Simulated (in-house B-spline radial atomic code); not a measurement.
**PBE0 excitations of K⁷⁺**

Method: PBE0. Computed with an all-electron radial atomic-structure program (B-spline basis): linear response of the closed shell [Ne] 3s2 with the functional's adiabatic kernel; scalar-relativistic (spin-free one-electron X2C), finite nucleus, no spin-orbit coupling, no double excitations, S, P, D and F terms only.

Command:
```bash
python run_td.py task.json out
```
Settings (radii: box in bohr, nucleus in fm):
```
Z                        19
electrons                12
configuration            [Ne] 3s2
hamiltonian              x2c
method                   pbe0
box_radius               12.81
rms_radius               3.4349
intervals                71
```

Cost of the run: 0.7 s on 1 thread of Arm Neoverse N1, on a shared host.

The lowest states, in the order of their Tamm-Dancoff energies; the method's threshold (minus the highest occupied level) is 147.86 eV. Labels give the largest channel, * marks a mixed state, and oscillator strengths are full-response dipole values. Semilocal kernels can invert the small singlet-triplet splittings of Rydberg terms. Energies in eV:

| state | full response | Tamm-Dancoff | oscillator strength |
| --- | --- | --- | --- |
| 3s → 3p 3P | 15.111 | 15.565 | - |
| 3s → 3p 1P | 23.776 | 24.512 | 1.1 |
| 3s → 3d 3D | 43.22 | 43.35 | - |
| 3s → 3d 1D | 47.00 | 47.02 | - |
| 3s → 4s 3S | 77.64 | 77.64 | - |
| 3s → 4s 1S | 79.35 | 79.38 | - |
| 3s → 4p 3P | 84.73 | 84.74 | - |
| 3s → 4p 1P | 85.34 | 85.37 | 0.233 |
| 3s → 4d 3D | ? | ? | - |
| 3s → 4d 1D | 94.57 | 94.57 | - |
| 3s → 4f 3F | 97.42 | 97.44 | - |
| 3s → 4f 1F | 98.02 | 98.03 | - |
| 3s → 5s 3S | ? | ? | - |
| 3s → 5s 1S | 108.30 | 108.31 | - |
| 3s → 5p 3P | 111.00 | 111.00 | - |
| 3s → 5p 1P | 111.16 | 111.17 | 0.0807 |

(1) Where does 3s → 5s 3S lie?

(2) Where does 3s → 4d 3D lie?

(3) How large is the singlet-triplet splitting of 3s → 3p (P terms) in Tamm-Dancoff?

(4) What polarisabilities and dispersion coefficient does the method give?

Answers

(1) At 107.81 eV in full response, 107.81 eV in Tamm-Dancoff.

(2) At 94.29 eV in full response, 94.30 eV in Tamm-Dancoff.

(3) 8.95 eV, from the unrounded values.

(4) Dipole 1.508 bohr³, quadrupole 1.027 bohr⁵, C6 1.605 hartree·bohr⁶ for two such species.
